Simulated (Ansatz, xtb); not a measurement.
The molecule ZrH+, multiplicity 3 (lowest of 2S+1 = 1, 3, 5, 7 at CCSD(T)/def2-TZVPP on PBE0 minima; our sources give no spin for the ground state, which may be another). No spin–orbit coupling.

Constants: fifth-degree fit in 1/R to seven points, most abundant isotopes. Runs in def2 and cc sets follow the lowest solution found near the PBE0 minimum.

Correlated levels freeze the inner cores; with def2 sets outer-core shells near the valence are correlated too. CBS: X⁻³ extrapolation of the correlation energy, Hartree–Fock from the larger set.

Programs: Ansatz (a first-principles code); xtb for the GFN methods.  In def2 rows elements past Kr take small-core potentials, without spin–orbit coupling. The GFN methods have no spin term and hold the electronic entropy of 300 K.

```tsv
level	r_e (Å)	ω_e (cm⁻¹)	ω_e x_e (cm⁻¹)
GFN1-xTB	1.774	1630	6.6
B97M-V/def2-TZVPP	1.813	1711	23
wB97X-V/def2-TZVPP	1.813	1762	19
wB97M-V/def2-TZVPP	1.812	1758	20
CCSD/def2-TZVPP	1.803	1751	21
CCSD/def2-QZVPP	1.801	…	21
CCSD(T)/def2-TZVPP	1.804	1743	22
CCSD(T)/CBS(def2-TZVPP, def2-QZVPP)	…	…	22
```

Problem. Complete the blanks.

Solution. 
- CCSD(T)/CBS(def2-TZVPP, def2-QZVPP), r_e (Å): 1.800
- CCSD(T)/CBS(def2-TZVPP, def2-QZVPP), ω_e (cm⁻¹): 1776
- CCSD/def2-QZVPP, ω_e (cm⁻¹): 1772
